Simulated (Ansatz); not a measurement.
Reactions of C2H5FSi2 (`F[SiH2]C1=C[SiH2]1`).

Gas-phase electronic energies from Ansatz, PBE0-D4/def2-TZVP geometries. CBS: MP2 limit from def2 TZ/QZ plus the TZ coupled-cluster correction, frozen cores. This one scheme is used for every species. Elements past krypton have def2 core potentials. For Ge, Sn outer-core shells are correlated without core-valence functions, which leaves a few kJ/mol of doubt a bond. Scalar relativity is left out up to krypton. One conformer a species, not always the lowest.

Task: Order these by ΔE at CCSD(T)/CBS, lowest first. (Estimate.)
A. `F[SiH2]C1=C[SiH2]1` + `BBC=C` → `BB[SiH2]F` + `C=CC1=C[SiH2]1`
B. `F[SiH2]C1=C[SiH2]1` + `COC(C)=O` → `CC(=O)O[SiH2]F` + `CC1=C[SiH2]1`
C. `F[SiH2]C1=C[SiH2]1` + `[F][GeH2][Cl]` → `F[SiH2][GeH]([F])[Cl]` + `C1=C[SiH2]1`
D. `F[SiH2]C1=C[SiH2]1` + `NCF` → `FCN[SiH2]F` + `C1=C[SiH2]1`
E. `F[SiH2]C1=C[SiH2]1` + `CC[O][SnH3]` → `C[SiH2]C1=C[SiH2]1` + `FC[O][SnH3]`
F. `F[SiH2]C1=C[SiH2]1` + HCl → `F[SiH2]Cl` + `C1=C[SiH2]1`
G. `F[SiH2]C1=C[SiH2]1` + `CB(C)N` → `CB(C)[SiH2]F` + `NC1=C[SiH2]1`
H. `F[SiH2]C1=C[SiH2]1` + `B[SiH2]N` → `B[SiH2]N[SiH2]F` + `C1=C[SiH2]1`

Result: B (-134.3 kJ/mol), F (-77.8 kJ/mol), H (-51.2 kJ/mol), D (-38.1 kJ/mol), C (+24.8 kJ/mol), A (+51.6 kJ/mol), E (+139.1 kJ/mol), G (+211.5 kJ/mol).

Largest T1 diagnostic: 0.014, for `CC(=O)O[SiH2]F`.
